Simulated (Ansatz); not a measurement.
Gas-phase electronic energies from Ansatz, PBE0-D4/def2-TZVP geometries. CBS: MP2 limit from def2 TZ/QZ plus the TZ coupled-cluster correction, frozen cores. This one scheme is used for every species, atoms too. For atomizations the MP2-based limit and the directly extrapolated one differ by several kJ/mol either way, and by 10 to 25 for some Ge, Se and Sn compounds, so smaller differences from it don't rank the levels. Functionals use def2-TZVPP. HSE06 is defined as in plane-wave codes. No spin–orbit coupling; open shells (•) take unrestricted orbitals. Spin–orbit coupling would lower the free atoms: a little for C, F; clearly for Ga, Se. Bonds to Ga, Se are less sure, by a few kJ/mol each and by 10 to 20 or more in all where they break to atoms, as the def2 sets lack core-valence functions. Scalar relativity is left out up to krypton.

Consider the atomization: `F[CH]1[GaH][Se]1` → C• + F• + Ga• + 2 H• + Se•.

`F[CH]1[GaH][Se]1`:

```xyz
6

F    -0.374    1.310    1.305
C    -0.469    0.123    0.636
Ga    0.883   -0.378   -0.676
Se   -1.234    0.304   -1.230
H    -1.050   -0.581    1.224
H     2.244   -0.779   -1.259
```

| level | ΔE (kJ/mol) | difference from CCSD(T)/CBS |
| --- | --- | --- |
| revPBE-D4 | 1786.9 | -4.6 |
| BLYP-D4 | 1772.4 | -19.1 |
| r2SCAN-D4 | 1809.1 | 17.6 |
| B97M-V | 1789.2 | -2.3 |
| HSE06-D4 | 1793.1 | 1.6 |
| ωB97X-V | 1786.4 | -5.1 |
| r2SCANh | 1781.4 | -10.1 |
| CCSD(T)/def2-SVP | 1649.1 | -142.4 |
| HF/def2-TZVPP | 1134.8 | -656.7 |
| SCS-MP2/def2-TZVPP | 1754.0 | -37.5 |
| CCSD(T)/CBS | 1791.5 | 0 |

Largest T1 diagnostic among the species: 0.015.

At CCSD(T), def2-SVP lies −142.4 kJ/mol from the extrapolated value and def2-TZVPP −53.7 kJ/mol: correlation converges slowly with the basis, and small sets miss more of it in the bonded molecule than in its fragments. Leaving LDA and LC-ωPBE aside and taking each functional with its dispersion term where it has one, the values, not all of them listed here, spread over 186.8 kJ/mol, from BHLYP-D4 to PBE-D4. LDA lies +319.1 kJ/mol from PBE without D4, its usual overbinding.
